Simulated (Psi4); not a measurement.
IZn, doublet, geometry from GFN2-xTB (such geometries of metal compounds can be far from the true shape) (the spin is typed, not shown lowest) (core potentials on I); PBE/def2-TZVP (Psi4).

Psi4 was given this input:
```
memory 2 GB

molecule mol {
0 2
  Zn   -0.000000   -0.000000   -1.677400
  I     0.000000    0.000000    0.949472
}

set basis def2-tzvp
set reference uks
set scf_type pk
set puream true
set d_convergence 1e-8
set dft_radial_points 99
set dft_spherical_points 590

energy('pbe')
print_variables()
```

**Question.** Predict the main parts of the log of this Psi4 run.

**Answer.** 
```
   => Loading Basis Set <=

    Name: DEF2-TZVP
    Role: ORBITAL
    Keyword: BASIS

    !!!  WARNING: ECP capability is in beta. Please check occupations closely.  !!!

         ---------------------------------------------------------
                                   SCF
               by Justin Turney, Rob Parrish, Andy Simmonett
                          and Daniel G. A. Smith
                              UKS Reference
         ---------------------------------------------------------

  ==> Geometry <==

    Molecular point group: c2v
    Full point group: C_inf_v

    Geometry (in Angstrom), charge = 0, multiplicity = 2:

       Center              X                  Y                   Z               Mass
    ------------   -----------------  -----------------  -----------------  -----------------
         ZN           0.000000000000     0.000000000000    -1.746871513245    63.929142010000
         I            0.000000000000     0.000000000000     0.880000486755   126.904471900000

  Running in c2v symmetry.

  Rotational constants: A = ************  B =      0.05746  C =      0.05746 [cm^-1]
  Rotational constants: A = ************  B =   1722.73489  C =   1722.73489 [MHz]
  Nuclear repulsion =  151.085743044388920

  Charge       = 0
  Multiplicity = 2
  Electrons    = 55
  Nalpha       = 28
  Nbeta        = 27

  ==> Algorithm <==

  SCF Algorithm Type is PK.
  DIIS enabled.
  MOM disabled.
  Fractional occupation disabled.
  Guess Type is SAD.
  Energy threshold   = 1.00e-06
  Density threshold  = 1.00e-08
  Integral threshold = 1.00e-12

  ==> Primary Basis <==

  Basis Set: DEF2-TZVP
    Blend: DEF2-TZVP
    Number of shells: 32
    Number of basis functions: 98
    Number of Cartesian functions: 114
    Spherical Harmonics?: true
    Max angular momentum: 3

  Core potential: DEF2-TZVP
    Number of shells: 4
    Number of ECP primitives: 29
    Number of ECP core electrons: 28
    Max angular momentum: 3

  ==> DFT Potential <==

   => LibXC <=

    Version 7.1.2
    S. Lehtola, C. Steigemann, M. J. T. Oliveira, and M. A. L. Marques,  SoftwareX 7, 1–5 (2018) (10.1016/j.softx.2017.11.002)

   => Composite Functional: PBE <=

    PBE GGA Exchange-Correlation Functional

    J.P. Perdew et. al., Phys. Rev. Lett., 77(18), 3865-3868, 1996

    Deriv               =              1
    GGA                 =           TRUE
    Meta                =          FALSE

    Exchange Hybrid     =          FALSE
    MP2 Hybrid          =          FALSE

   => Exchange Functionals <=

    1.0000     XC_GGA_X_PBE

   => Correlation Functionals <=

    1.0000     XC_GGA_C_PBE

   => LibXC Density Thresholds  <==

    XC_GGA_C_PBE:  1.00E-12
    XC_GGA_X_PBE:  1.00E-15

   => Molecular Quadrature <=

    Radial Scheme          =       TREUTLER
    Pruning Scheme         =           NONE
    Nuclear Scheme         =       TREUTLER

    Blocking Scheme        =         OCTREE
    BS radius alpha        =              1
    Pruning alpha          =              1
    Radial Points          =             99
    Spherical Points       =            590
    Total Points           =         107745
    Total Blocks           =            943
    Max Points             =            256
    Max Functions          =             93
    Weights Tolerance      =       1.00E-15

  ==> Integral Setup <==

  Using in-core PK algorithm.
   Calculation information:
      Number of atoms:                   2
      Number of AO shells:              32
      Number of primitives:             68
      Number of atomic orbitals:       114
      Number of basis functions:        98

      Integral cutoff                 1.00e-12
      Number of threads:                 1

  Performing in-core PK
  Using 23537052 doubles for integral storage.
  We computed 119104 shell quartets total.
  Whereas there are 139656 unique shell quartets.

  ==> DiskJK: Disk-Based J/K Matrices <==

    J tasked:                  Yes
    K tasked:                   No
    wK tasked:                  No
    Schwarz Cutoff:          1E-12

  Minimum eigenvalue in the overlap matrix is 5.0148772785E-03.
  Reciprocal condition number of the overlap matrix is 1.2714417109E-03.
    Using symmetric orthogonalization.

  ==> Pre-Iterations <==

  SCF Guess: Superposition of Atomic Densities via on-the-fly atomic UHF (no occupation information).

   -------------------------
    Irrep   Nso     Nmo
   -------------------------
     A1        42      42
     A2        10      10
     B1        23      23
     B2        23      23
   -------------------------
    Total      98      98
   -------------------------

  ==> Iterations <==

                        Total Energy        Delta E     RMS |[F,P]|

   @UKS iter SAD: -2071.84222153355358   -2.07184e+03   0.00000e+00
    Occupation by irrep:
             A1    A2    B1    B2
    DOCC [    14,    1,    6,    6 ]
    SOCC [     1,    0,    0,    0 ]
    NA   [    15,    1,    6,    6 ]
    NB   [    14,    1,    6,    6 ]

   @UKS iter   1: -2074.03740313867320   -2.19518e+00   7.95425e-02 DIIS/ADIIS
    Occupation by irrep:
             A1    A2    B1    B2
    DOCC [    14,    2,    5,    6 ]
    SOCC [     0,    0,    1,    0 ]
    NA   [    14,    2,    6,    6 ]
    NB   [    14,    2,    5,    6 ]

   @UKS iter   2: -2028.17678917944500    4.58606e+01   1.80037e-01 ADIIS
    Occupation by irrep:
             A1    A2    B1    B2
    DOCC [    13,    2,    6,    6 ]
    SOCC [     1,    0,    0,    0 ]
    NA   [    14,    2,    6,    6 ]
    NB   [    13,    2,    6,    6 ]

   @UKS iter   3: -2073.41565049418341   -4.52389e+01   8.37203e-02 DIIS/ADIIS
    Occupation by irrep:
             A1    A2    B1    B2
    DOCC [    14,    2,    5,    6 ]
    SOCC [     0,    0,    1,    0 ]
    NA   [    14,    2,    6,    6 ]
    NB   [    14,    2,    5,    6 ]

   @UKS iter   4: -2076.26617637652544   -2.85053e+00   2.14159e-02 DIIS/ADIIS
    Occupation by irrep:
             A1    A2    B1    B2
    DOCC [    13,    2,    6,    6 ]
    SOCC [     1,    0,    0,    0 ]
    NA   [    14,    2,    6,    6 ]
    NB   [    13,    2,    6,    6 ]

   @UKS iter   5: -2076.01693390344280    2.49242e-01   2.04183e-02 DIIS/ADIIS
   @UKS iter   6: -2076.82820185537457   -8.11268e-01   4.73443e-03 DIIS/ADIIS
   @UKS iter   7: -2076.83731003223829   -9.10818e-03   2.70192e-03 DIIS/ADIIS
   @UKS iter   8: -2076.84745904328383   -1.01490e-02   4.64983e-04 DIIS/ADIIS
   @UKS iter   9: -2076.84758061967204   -1.21576e-04   3.63542e-05 DIIS
   @UKS iter  10: -2076.84758426201643   -3.64234e-06   1.30872e-05 DIIS
   @UKS iter  11: -2076.84758466899120   -4.06975e-07   2.25422e-06 DIIS
   @UKS iter  12: -2076.84758467639585   -7.40465e-09   5.23149e-07 DIIS
   @UKS iter  13: -2076.84758467659367   -1.97815e-10   2.88655e-07 DIIS
   @UKS iter  14: -2076.84758467678785   -1.94177e-10   4.84115e-08 DIIS
   @UKS iter  15: -2076.84758467679148   -3.63798e-12   1.36377e-08 DIIS
   @UKS iter  16: -2076.84758467679376   -2.27374e-12   1.79922e-09 DIIS
  Energy and wave function converged.

  ==> Post-Iterations <==

   Electrons on quadrature grid:
      Nalpha   =   28.0000001676 ; deviation = 1.676e-07
      Nbeta    =   27.0000001732 ; deviation = 1.732e-07
      Ntotal   =   55.0000003408 ; deviation = 3.408e-07

   @Spin Contamination Metric:   2.622518393E-03
   @S^2 Expected:                7.500000000E-01
   @S^2 Observed:                7.526225184E-01
   @S   Expected:                5.000000000E-01
   @S   Observed:                5.000000000E-01

    Orbital Energies [Eh]
    ---------------------

    Alpha Occupied:

[...]
      14A1    -0.205308

    Alpha Virtual:

[...]
      42A1   117.997133

    Beta Occupied:

[...]
    Beta Virtual:

[...]
    Final Occupation by Irrep:
             A1    A2    B1    B2
    DOCC [    13,    2,    6,    6 ]
    SOCC [     1,    0,    0,    0 ]
    NA   [    14,    2,    6,    6 ]
    NB   [    13,    2,    6,    6 ]

  @UKS Final Energy: -2076.84758467679376

   => Energetics <=

    Nuclear Repulsion Energy =            151.0857430443889200
    One-Electron Energy =               -3301.1272728150611329
    Two-Electron Energy =                1166.2240131199748703
    DFT Exchange-Correlation Energy =     -93.0300680260965720
    Empirical Dispersion Energy =           0.0000000000000000
    VV10 Nonlocal Energy =                  0.0000000000000000
    Total Energy =                      -2076.8475846767937583

  UHF NO Occupations:
  HONO-2 :    6 B1 1.9998068
  HONO-1 :   13 A1 1.9992578
  HONO-0 :   14 A1 1.0000000
  LUNO+0 :   15 A1 0.0007422
  LUNO+1 :    7 B1 0.0001932
  LUNO+2 :    7 B2 0.0001932
  LUNO+3 :   16 A1 0.0000496

Computation Completed

Properties will be evaluated at   0.000000,   0.000000,   0.000000 [a0]

Properties computed using the SCF density matrix

 Multipole Moments:

 ------------------------------------------------------------------------------------
     Multipole            Electronic (a.u.)      Nuclear  (a.u.)        Total (a.u.)
 ------------------------------------------------------------------------------------

 L = 1.  Multiply by 2.5417464519 to convert [e a0] to [Debye]
 Dipole X            :          0.0000000            0.0000000            0.0000000
 Dipole Y            :          0.0000000            0.0000000            0.0000000
 Dipole Z            :         56.5213384          -57.4592643           -0.9379259
 Magnitude           :                                                    0.9379259

 ------------------------------------------------------------------------------------

  Variable Map:
  ----------------------------------------------------------------------------
[...]
  Array Variable Map:
  ----------------------------------------------------------------------------
[...]
[...]
```
